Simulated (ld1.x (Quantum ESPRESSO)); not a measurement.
Reading a pseudo-wave (H (Z = 1))

Columns: radius, all-electron u(r) and pseudo u(r) of the 1s shell (level -6.33 eV) of hydrogen in the configuration 1s1; PBEsol, scalar-relativistic, TM scheme, ld1.x (Quantum ESPRESSO) 7.5.

```tsv
r (bohr)	all-electron	pseudo
0.042	0.0757	0.0654
0.085	0.1468	0.1314
0.128	0.2117	0.1955
0.170	0.2695	0.2554
0.212	0.3222	0.3118
0.255	0.3711	0.3652
0.298	0.4154	0.4138
0.340	0.4544	0.4562
0.382	0.4895	0.4937
0.425	0.5217	0.5270
0.467	0.5498	0.5552
0.510	0.5753	0.5799
0.552	0.5973	0.6008
0.595	0.6170	0.6193
0.638	0.6342	0.6354
0.680	0.6486	0.6491
0.722	0.6609	0.6611
0.765	0.6715	0.6715
0.807	0.6800	0.6800
0.850	0.6869	0.6869
0.892	0.6921	0.6921
0.935	0.6960	0.6960
0.977	0.6984	0.6984
1.020	0.6997	0.6997
1.062	0.6998	0.6998
1.105	0.6989	0.6989
```

Problem. How many radial nodes do the two functions have?

Solution. The all-electron 1s function has n − l − 1 = 0; the pseudo-wave has 0.

Problem. At about which radius was the pseudo-wave matched?

Solution. 0.85 bohr. The columns agree to 0.0005 from 0.72 bohr on; several derivatives are matched, so the curves merge somewhat inside the radius.

Problem. Where does each function peak?

Solution. Outermost all-electron maximum near 1.06 bohr, pseudo maximum near 1.06 bohr (to the table’s step).

Problem. Is the pseudo-wave norm-conserving?

Solution. Yes: the TM scheme keeps the norm inside the radius equal to the all-electron one, which fixes the energy derivative of the logarithmic derivative at the level.
